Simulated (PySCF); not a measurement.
From computed data to an observable: dipole moment from atomic charges

Ga(Br)2(OH) (Br2GaHO), SMILES [OH][Ga]([Br])[Br]. Atoms are numbered in the order given.

```xyz
5

Ga     0.5588     0.0066     0.0000
Br    -0.5640    -1.9701     0.0000
Br    -0.5406     1.9792     0.0000
O      2.3258     0.0392     0.0000
H      2.7293    -0.8365     0.0000
```
Charge 0, spin multiplicity 1.

Coordinates come from a PBE0-D3(BJ)/def2-SVP optimisation. The structure was generated by enumeration; whether it is a known compound was not checked. One conformer was computed; it need not be the lowest.

Charges (e) from PBE/def2-TZVP in PySCF:

```json
[
 {"atom": "Ga1", "IAO": "0.733", "ESP fit": "0.490"},
 {"atom": "Br2", "IAO": "-0.208", "ESP fit": "-0.177"},
 {"atom": "Br3", "IAO": "-0.185", "ESP fit": "-0.127"},
 {"atom": "O4", "IAO": "-0.707", "ESP fit": "-0.544"},
 {"atom": "H5", "IAO": "0.367", "ESP fit": "0.358"}
]
```

The dipole moment of the full density is 1.29 D.

Problem. What dipole moment does each set of point charges give, and which comes closer to that of the density?

Solution. 
μ = Σ q r, and 1 e Å = 4.8032 D.
IAO: Σ q r = (-0.016, -0.286, 0.000) e Å, |μ| = 1.38 D.
ESP fit: Σ q r = (0.154, -0.220, 0.000) e Å, |μ| = 1.29 D.
ESP fit comes closer in size. Point charges leave out the atoms' own dipoles (lone pairs, polarised bonds); fits to the potential absorb them, partitions of the density don't.
